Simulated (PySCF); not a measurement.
## Electron correlation in Ti (titanium, neutral)

[Ar] 3d4, high-spin 5D determinant (an excited configuration). Calculation: PySCF 2.14, in def2-TZVPPD (6s6p4d2f1g, 67 functions); no relativity, point nucleus. Frozen: [Ar]; 4 electrons correlated.

```
  level  correlation energy (mhartree)
   CCSD                         -68.66
    (T)                          -3.83
CCSD(T)                         -72.49
```

Diagnostics: T1 = 0.036, D1 = 0.0548, largest double amplitude 0.069.

T1 exceeds 0.03, a sign that the reference determinant is poor.

Cost of the coupled-cluster step: of the order of 4 core-seconds, for 4 correlated electrons.
